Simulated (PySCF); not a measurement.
# UHF on Hg (mercury, neutral)

Configuration: [Xe] 4f14 5d10 6s1 6p1, high-spin 3P determinant (an excited configuration). All numbers are calculated (PySCF 2.14, the spin-free X2C one-electron Hamiltonian (Gaussian nucleus), in x2c-TZVPPall).

| Item | Value |
| --- | --- |
| Total energy | -19619.769981 hartree |
| One-electron energy | -26885.4875 hartree |
| Hartree (Coulomb) energy | 7638.2011 hartree |
| Exchange energy | -372.4836 hartree |
| ⟨S²⟩ | 2.0054 |
| ⟨L²⟩ | 2.040 |
| Sum of ⟨r⟩ | 47.61 bohr |
| Sum of ⟨r²⟩ | 69.35 bohr² |
| Traceless quadrupole moment −½Σ⟨3z² − r²⟩ along its main axis | -7.35 e·bohr² |
| Langevin diamagnetic susceptibility | -54.9 ×10⁻⁶ cm³/mol |

| shell | electrons | mean orbital energy (hartree) | spread (hartree) | rms radius, mean of both spins (bohr) |
| --- | --- | --- | --- | --- |
| 1s α | 1 | -3070.80507 | 0 | 0.0187 |
| 1s β | 1 | -3070.80245 | 0 | 0.0187 |
| 2s α | 1 | -549.91088 | 0 | 0.0755 |
| 2s β | 1 | -549.90984 | 0 | 0.0755 |
| 2p β | 3 | -476.27729 | 0.00100 | 0.0694 |
| 2p α | 3 | -476.27707 | 0.00017 | 0.0694 |
| 3s α | 1 | -133.13228 | 0 | 0.193 |
| 3s β | 1 | -133.12963 | 0 | 0.193 |
| 3p α | 3 | -111.42387 | 0.00141 | 0.195 |
| 3p β | 3 | -111.42286 | 0.00249 | 0.195 |
| 3d β | 5 | -87.47622 | 0.00222 | 0.179 |
| 3d α | 5 | -87.47591 | 0.00226 | 0.179 |
| 4s α | 1 | -30.71656 | 0 | 0.424 |
| 4s β | 1 | -30.71235 | 0 | 0.424 |
| 4p α | 3 | -23.44604 | 0.00234 | 0.452 |
| 4p β | 3 | -23.44460 | 0.00419 | 0.452 |
| 4d β | 5 | -14.43402 | 0.00431 | 0.481 |
| 4d α | 5 | -14.43380 | 0.00423 | 0.481 |
| 5s α | 1 | -5.17165 | 0 | 0.971 |
| 5s β | 1 | -5.16429 | 0 | 0.971 |
| 4f α | 7 | -4.46794 | 0.00478 | 0.527 |
| 4f β | 7 | -4.46773 | 0.00502 | 0.527 |
| 5p β | 3 | -3.12112 | 0.00798 | 1.11 |
| 5p α | 3 | -3.12013 | 0.00147 | 1.11 |
| 5d α | 5 | -0.67953 | 0.00585 | 1.59 |
| 5d β | 5 | -0.66715 | 0.01428 | 1.59 |
| 6s α | 1 | -0.43005 | 0 | 2.99 |
| 6p α | 1 | -0.18544 | 0 | 4.18 |

Spin-orbit coupling, absent here, splits the open shell strongly.

Densities and radii are taken from the X2C orbitals without a picture-change correction, which distorts them close to the nucleus.

Spin-orbit constants ζ (cm⁻¹) from the X2C one-electron operator on these orbitals: bare nucleus, nucleus screened by l(l+1)(2l+1)/3 electrons, and screened by the Breit-Pauli mean field of the electrons.

```csv
shell,bare,screened nucleus,mean field
2p,9661000,9419000,n/a
3p,2162000,2108000,n/a
3d,334900,293000,n/a
4p,518600,505600,n/a
4d,71300,62390,n/a
4f,14520,9437,n/a
5p,84310,82200,n/a
5d,6715,5876,n/a
6p,3899,3802,n/a
```

To first order the Landé constant is A = 1901 cm⁻¹, so the lowest level has J = 0 and lies 0.471 eV below the centre of the term. This holds in LS coupling only.
